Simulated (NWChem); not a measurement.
System: C4H5Si, doublet; SMILES [C]1=CC=C[SiH2]1

Excerpt of the output:

```
             Northwest Computational Chemistry Package (NWChem) 7.3.0
             --------------------------------------------------------

                             Geometry "geometry" -> ""
                             -------------------------

 Output coordinates in angstroms (scale by  1.889725989 to convert to a.u.)

  No.       Tag          Charge          X              Y              Z
 ---- ---------------- ---------- -------------- -------------- --------------
    1 C                    6.0000    -1.38007300    -0.11208500     0.00000000
    2 C                    6.0000    -0.81789500    -1.33336200     0.00000000
    3 C                    6.0000     0.67997300    -1.31330100     0.00000000
    4 C                    6.0000     1.29860400    -0.09781700     0.00000000
    5 Si                  14.0000    -0.05594700     1.22350100     0.00000000
    6 H                    1.0000    -1.35995600    -2.29635500     0.00000000
    7 H                    1.0000     1.22774500    -2.27309100     0.00000000
    8 H                    1.0000     2.39367000     0.00491200     0.00000000
    9 H                    1.0000    -0.08363500     2.09181800     1.22591900
   10 H                    1.0000    -0.08363500     2.09181800    -1.22591900

 Effective nuclear repulsion energy (a.u.)     189.6979298806

                                 NWChem DFT Module
                                 -----------------

 Summary of "ao basis" -> "ao basis" (spherical)
 ------------------------------------------------------------------------------
       Tag                 Description            Shells   Functions and Types
 ---------------- ------------------------------  ------  ---------------------
 C                          def2-svp                 6       14   3s2p1d
 Si                         def2-svp                 8       18   4s3p1d
 H                          def2-svp                 3        5   2s1p

            General Information
            -------------------
          SCF calculation type: DFT
          Wavefunction type:  spin polarized.
          No. of atoms     :    10
          No. of electrons :    43
           Alpha electrons :    22
            Beta electrons :    21
          Charge           :     0
          Spin multiplicity:     2
          Use of symmetry is: off; symmetry adaption is: off
          Maximum number of iterations: 150
          AO basis - number of functions:    99
                     number of shells:    47
          Convergence on energy requested:  1.00D-06
          Convergence on density requested:  1.00D-05
          Convergence on gradient requested:  5.00D-04

              XC Information
              --------------
                         B3LYP Method XC Potential
                     Hartree-Fock (Exact) Exchange  0.200
                        Slater Exchange Functional  0.800 local
                    Becke 1988 Exchange Functional  0.720 non-local
              Lee-Yang-Parr Correlation Functional  0.810
                  VWN I RPA Correlation Functional  0.190 local

             Grid Information
             ----------------
          Grid used for XC integration:  medium
          Radial quadrature: Mura-Knowles
          Angular quadrature: Lebedev.
          Tag              B.-S. Rad. Rad. Pts. Rad. Cut. Ang. Pts.
          ---              ---------- --------- --------- ---------
          C                   0.70       49          10.0       434
          Si                  1.10       88          10.0       590
          H                   0.35       45          12.0       434
          Grid pruning is: on
          Number of quadrature shells:   509
          Spatial weights used:  Erf1

      Superposition of Atomic Density Guess
      -------------------------------------

 Sum of atomic energies:        -441.73418150

      Non-variational initial energy
      ------------------------------

 Total energy =    -444.462756
 1-e energy   =    -981.224367
 2-e energy   =     347.063681
 HOMO         =      -0.197128
 LUMO         =      -0.063934

     ---------------------------------------------
      Total Density - Mulliken Population Analysis
     ---------------------------------------------

    Atom       Charge   Shell Charges
 -----------   ------   -------------------------------------------------------
    1 C    6     6.27   1.99  1.06  0.49  1.73  0.98  0.03
    2 C    6     6.13   1.99  0.98  0.27  1.94  0.91  0.04
    3 C    6     6.01   1.99  0.98  0.27  1.85  0.88  0.04
    4 C    6     6.43   1.99  0.99  0.35  2.00  1.07  0.02
    5 Si  14    13.38   2.00  1.99  1.00  0.24  5.94  1.09  0.94  0.17
    6 H    1     0.89   0.65  0.21  0.02
    7 H    1     0.91   0.67  0.22  0.02
    8 H    1     0.89   0.66  0.21  0.03
    9 H    1     1.05   0.68  0.36  0.01
   10 H    1     1.05   0.68  0.36  0.01

     --------------------------------------------
      Spin Density - Mulliken Population Analysis
     --------------------------------------------

    Atom       Charge   Shell Charges
 -----------   ------   -------------------------------------------------------
    1 C    6     0.71   0.00  0.03  0.05  0.37  0.26  0.00
    2 C    6     0.03   0.00  0.00 -0.00  0.02  0.00  0.01
    3 C    6     0.08   0.00  0.01 -0.00  0.05  0.02  0.00
    4 C    6     0.04   0.00  0.00  0.00  0.02  0.01  0.00
    5 Si  14     0.09   0.00  0.00  0.01  0.00  0.00  0.04  0.02  0.01
    6 H    1     0.03   0.02  0.01  0.00
    7 H    1     0.02   0.01  0.01  0.00
    8 H    1     0.00   0.00  0.00  0.00
    9 H    1     0.00   0.00  0.00  0.00
   10 H    1     0.00   0.00  0.00  0.00

   convergence    iter        energy       DeltaE   RMS-Dens  Diis-err
 ---------------- ----- ----------------- --------- --------- ---------
 d= 0,ls=0.0,diis     1   -444.5566920820 -6.34D+02  4.50D-03  8.96D-02
                                                     3.79D-03  8.54D-02
 d= 0,ls=0.0,diis     2   -444.6012563103 -4.46D-02  1.93D-03  1.90D-02
                                                     1.87D-03  1.80D-02
 d= 0,ls=0.0,diis     3   -444.5983917955  2.86D-03  1.20D-03  2.50D-02
                                                     1.14D-03  2.49D-02
 d= 0,ls=0.0,diis     4   -444.6116980057 -1.33D-02  3.39D-04  6.70D-04
                                                     3.22D-04  6.80D-04
 d= 0,ls=0.0,diis     5   -444.6121876553 -4.90D-04  9.84D-05  5.59D-05
                                                     1.18D-04  7.65D-05
  Resetting Diis
 d= 0,ls=0.0,diis     6   -444.6122618244 -7.42D-05  9.31D-05  3.37D-05
                                                     3.82D-05  7.38D-06
 d= 0,ls=0.0,diis     7   -444.6122940765 -3.23D-05  4.67D-05  4.07D-06
                                                     9.41D-05  1.71D-05
 d= 0,ls=0.0,diis     8   -444.6123028735 -8.80D-06  5.11D-05  3.89D-05
                                                     2.86D-05  1.72D-05
 d= 0,ls=0.0,diis     9   -444.6123219856 -1.91D-05  7.56D-05  1.41D-06
                                                     7.83D-05  2.62D-06
 d= 0,ls=0.0,diis    10   -444.6123377782 -1.58D-05  4.77D-05  8.10D-07
                                                     4.90D-05  8.25D-07
 d= 0,ls=0.0,diis    11   -444.6123417596 -3.98D-06  9.23D-06  2.67D-07
                                                     5.76D-06  7.81D-08
 d= 0,ls=0.0,diis    12   -444.6123420135 -2.54D-07  6.96D-06  2.90D-08
                                                     8.92D-06  1.20D-07

         Total DFT energy =     -444.612342013473
      One electron energy =     -985.044096740729
           Coulomb energy =      395.097894926828
    Exchange-Corr. energy =      -44.364070080215
 Nuclear repulsion energy =      189.697929880643

 Numeric. integr. density =       43.000012895015

                    DFT Final Alpha Molecular Orbital Analysis
                    ------------------------------------------

 Vector   20  Occ=1.000000D+00  E=-3.232061D-01
              MO Center= -9.0D-02,  1.9D-01,  3.9D-08, r^2= 4.2D+00
   Bfn.  Coefficient  Atom+Function         Bfn.  Coefficient  Atom+Function
  ----- ------------  ---------------      ----- ------------  ---------------
    34      0.272088   3 C  pz               20      0.266326   2 C  pz
    90     -0.228944   9 H  s                95      0.228944  10 H  s
     6      0.180764   1 C  pz               37      0.173170   3 C  pz
    66     -0.166511   5 Si pz               23      0.165248   2 C  pz
    91     -0.161549   9 H  s                96      0.161549  10 H  s

 Vector   21  Occ=1.000000D+00  E=-2.562275D-01
              MO Center= -1.2D+00, -2.3D-01,  1.1D-10, r^2= 2.2D+00
   Bfn.  Coefficient  Atom+Function         Bfn.  Coefficient  Atom+Function
  ----- ------------  ---------------      ----- ------------  ---------------
     4      0.543225   1 C  px                7      0.380820   1 C  px
     3     -0.204006   1 C  s                32      0.182462   3 C  px
    31     -0.171419   3 C  s                 2     -0.154607   1 C  s
    75      0.146771   6 H  s                59      0.145484   5 Si s
    64     -0.141368   5 Si px               35      0.116769   3 C  px

 Vector   22  Occ=1.000000D+00  E=-2.453520D-01
              MO Center= -3.3D-02, -4.8D-01, -1.3D-10, r^2= 2.8D+00
   Bfn.  Coefficient  Atom+Function         Bfn.  Coefficient  Atom+Function
  ----- ------------  ---------------      ----- ------------  ---------------
     6      0.364683   1 C  pz               48     -0.337420   4 C  pz
    34     -0.267419   3 C  pz                9      0.260472   1 C  pz
    51     -0.255851   4 C  pz               20      0.228000   2 C  pz
    37     -0.190633   3 C  pz               23      0.161190   2 C  pz
    73      0.050345   5 Si d  1

 Vector   23  Occ=0.000000D+00  E=-6.648039D-02
              MO Center=  2.2D-02, -2.9D-01,  6.8D-11, r^2= 3.6D+00
   Bfn.  Coefficient  Atom+Function         Bfn.  Coefficient  Atom+Function
  ----- ------------  ---------------      ----- ------------  ---------------
    51      0.354950   4 C  pz                9      0.312165   1 C  pz
    48      0.307626   4 C  pz               37     -0.299662   3 C  pz
    69      0.298242   5 Si pz                6      0.291748   1 C  pz
    23     -0.290373   2 C  pz               91     -0.285168   9 H  s
    96      0.285168  10 H  s                34     -0.265718   3 C  pz

 Vector   24  Occ=0.000000D+00  E= 3.332137D-02
              MO Center=  9.8D-02,  1.5D+00,  1.0D-09, r^2= 3.6D+00
   Bfn.  Coefficient  Atom+Function         Bfn.  Coefficient  Atom+Function
  ----- ------------  ---------------      ----- ------------  ---------------
    67      1.336235   5 Si px               45     -0.950832   4 C  s
     3      0.878885   1 C  s                 8      0.301823   1 C  py
    50     -0.271709   4 C  py               31      0.245496   3 C  s
     7      0.236132   1 C  px               86      0.221320   8 H  s
    64      0.209117   5 Si px               68      0.190440   5 Si py

 Vector   25  Occ=0.000000D+00  E= 5.448039D-02
              MO Center= -8.7D-02, -8.6D-01, -6.2D-10, r^2= 3.1D+00
   Bfn.  Coefficient  Atom+Function         Bfn.  Coefficient  Atom+Function
  ----- ------------  ---------------      ----- ------------  ---------------
    23      0.663154   2 C  pz               37     -0.636174   3 C  pz
    51      0.444673   4 C  pz                9     -0.434213   1 C  pz
    20      0.400814   2 C  pz               34     -0.385035   3 C  pz
     6     -0.238472   1 C  pz               48      0.228606   4 C  pz
    73     -0.110652   5 Si d  1

                     DFT Final Beta Molecular Orbital Analysis
                     -----------------------------------------

 Vector   19  Occ=1.000000D+00  E=-3.236888D-01
              MO Center=  6.6D-01,  2.4D-03, -1.2D-07, r^2= 3.1D+00
   Bfn.  Coefficient  Atom+Function         Bfn.  Coefficient  Atom+Function
  ----- ------------  ---------------      ----- ------------  ---------------
    47      0.303552   4 C  py               46     -0.236864   4 C  px
    64      0.223640   5 Si px               80      0.221955   7 H  s
    33     -0.193545   3 C  py               85     -0.173716   8 H  s
    50      0.158134   4 C  py               65     -0.158746   5 Si py
    67      0.155629   5 Si px               18     -0.154217   2 C  px

 Vector   20  Occ=1.000000D+00  E=-3.228952D-01
              MO Center= -5.6D-02,  1.0D-01,  1.3D-07, r^2= 4.2D+00
   Bfn.  Coefficient  Atom+Function         Bfn.  Coefficient  Atom+Function
  ----- ------------  ---------------      ----- ------------  ---------------
    20      0.285248   2 C  pz               34      0.275179   3 C  pz
    90     -0.222038   9 H  s                95      0.222038  10 H  s
    23      0.182469   2 C  pz               37      0.172937   3 C  pz
    48      0.167462   4 C  pz               66     -0.160763   5 Si pz
    91     -0.159273   9 H  s                96      0.159273  10 H  s

 Vector   21  Occ=1.000000D+00  E=-2.382166D-01
              MO Center=  2.3D-02, -5.2D-01, -3.4D-11, r^2= 2.8D+00
   Bfn.  Coefficient  Atom+Function         Bfn.  Coefficient  Atom+Function
  ----- ------------  ---------------      ----- ------------  ---------------
    48      0.361216   4 C  pz                6     -0.312965   1 C  pz
    20     -0.289056   2 C  pz               51      0.284231   4 C  pz
    34      0.230838   3 C  pz               23     -0.218663   2 C  pz
     9     -0.214337   1 C  pz               37      0.165783   3 C  pz
    73     -0.050409   5 Si d  1

[...]

                     NWChem Electrostatic Potential Fit Module
                     -----------------------------------------

 Atom parameters

 Number of atoms is                                   10
 Number of basis functions is                         99

 Grid parameters

 Maximum number of grid points is                  41866
 Number of grid points is                          41865
 Grid range                                     0.300000 nm
 Grid spacing                                   0.020000 nm
 Probe radius                                   0.070000 nm
 Atom radius factor                             1.000000

 Atomic radii

    1    0.100000
    6    0.147000
   14    0.187000
 FASTESP  F
  using M.O. file = ./job.movecs

    Atom              Coordinates                           Charge

                                                  ESP

    1 C    -0.138007   -0.011209    0.000000   -0.272364
    2 C    -0.081790   -0.133336    0.000000    0.008535
    3 C     0.067997   -0.131330    0.000000   -0.042051
    4 C     0.129860   -0.009782    0.000000   -0.312079
    5 Si   -0.005595    0.122350    0.000000    0.556092
    6 H    -0.135996   -0.229636    0.000000    0.088166
    7 H     0.122775   -0.227309    0.000000    0.086443
    8 H     0.239367    0.000491    0.000000    0.117962
    9 H    -0.008364    0.209182    0.122592   -0.115886
   10 H    -0.008364    0.209182   -0.122592   -0.114818
                                            ------------
                                                0.000000

 Dipole moment                                  0.405082

 Quadrupole moment Qxx                         -2.479678
                   Qyy                          7.070906
                   Qzz                         -4.591227

 RMS deviation kJ/mol                           0.066205

 RRMS %                                        54.933256
```

Level: B3LYP/def2-SVP, spin-unrestricted. In the optimisation the excess spin sits in a' (Cs, its own frame). The geometry was optimised at PBE-D3(BJ)/def2-SVP, spin-unrestricted. Not confirmed as a minimum by frequencies. No stability test was run on the SCF state.

Reconstruct the input file.

This is not unique; one that fits is the input that was run:
```
start job
memory heap 200 mb stack 900 mb global 1100 mb
geometry units angstroms noautosym nocenter noautoz
  C     -1.380073    -0.112085     0.000000
  C     -0.817895    -1.333362     0.000000
  C      0.679973    -1.313301     0.000000
  C      1.298604    -0.097817     0.000000
  Si    -0.055947     1.223501     0.000000
  H     -1.359956    -2.296355     0.000000
  H      1.227745    -2.273091     0.000000
  H      2.393670     0.004912     0.000000
  H     -0.083635     2.091818     1.225919
  H     -0.083635     2.091818    -1.225919
end
basis spherical
  * library def2-svp
end
dft
  odft
  mult 2
  xc b3lyp
  iterations 150
  mulliken
end
task dft energy
esp
  recalculate
  probe 0.07
  range 0.3
  factor 1.0
  spacing 0.02
end
task esp
```
